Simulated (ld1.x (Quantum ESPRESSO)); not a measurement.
# Before and after: TM potential for Tb

* Element: terbium (Tb)
* Generator: ld1.x (Quantum ESPRESSO) 7.5
* Type: norm-conserving Troullier–Martins (Kleinman–Bylander form)
* Functional: PBEsol
* Relativity: scalar-relativistic
* Frozen core: [Kr] 4d10 5s2
* Valence charge: 17
* Reference configuration: 4f9 5p6 5d1 6s1 6p0
* Partial waves: 6s (bound): rc 3.95 bohr; 5p (bound): rc 1.90 bohr; 4f (bound): rc 1.35 bohr; 5d (bound): rc 3.15 bohr
* Local potential: the d channel
* Core correction: Bessel-smoothed model core inside 0.75 bohr

Change: wave 5p (bound): rc 1.90 bohr becomes 5p (bound): rc 2.80 bohr.

Cutoffs: the cutoffs (Ry, on a coarse ladder) from which the occupation-weighted sum of valence levels, in a spherical-Bessel basis at the reference potential, stays within 10 and 1 mRy of its value at 400 Ry; they do not see the model core or the augmentation charge, which bear on the density cutoff. Errors are all-electron minus pseudo energies relative to the spin-unpolarised reference configuration.

Predict the effect on cutoff, ghosts and configuration errors.

Both files keep a bound ghost (s); of the 7 tests that both files solve, the error grows in 2 and shrinks in 1 by more than 15 % and 0.3 meV (median size 12.8 → 24.9 meV).

```csv
quantity,base,changed
"cutoff, loose",230 Ry,230 Ry
"cutoff, tight",over 300 Ry,over 300 Ry
loose cutoff by channel (10 mRy a level),"s 6 Ry, p 25 Ry, f 200 Ry, d 10 Ry","s 6 Ry, p 15 Ry, f 200 Ry, d 10 Ry"
bound ghosts,s,s
"error for 4f9 5p6 5d0 6s2 6p0, meV [ΔE -2.48 eV]",-0.3,-0.4
"error for 4f9 5p6 5d0 6s1 6p0, meV [ΔE 3.70 eV]",-1.2,-1.6
"error for 4f9 5p6 5d0 6s0 6p0, meV [ΔE 15.11 eV]",-24,-25
"error for 4f10 5p6 5d0 6s0 6p0, meV [ΔE 5.38 eV]",-220,-196
"error for 4f9 5p6 5d0 6s0 6p1, meV [ΔE 7.06 eV]",+13,+38
"error for 4f8 5p6 5d1 6s2 6p0, meV [ΔE 1.64 eV]",-306,-250
"error for 4f9 5p6 5d0.5 6s1.5 6p0, meV [ΔE -1.25 eV]",+0.6,+0.5
s: phases at 4.29 bohr within 0.05 rad from the reference energy up to (Ry; the scan ends near 5),1.2,1.2
p: phases at 4.29 bohr within 0.05 rad from the reference energy up to (Ry; the scan ends near 5),n/a,n/a
d: phases at 4.29 bohr within 0.05 rad from the reference energy up to (Ry; the scan ends near 5),0.9,0.9
f: phases at 4.29 bohr within 0.05 rad from the reference energy up to (Ry; the scan ends near 5),n/a,n/a
```

 A true bound ghost makes a file unfit for plane-wave use even where its test errors are small: the radial tests pick states by their node count and pass the ghost by.
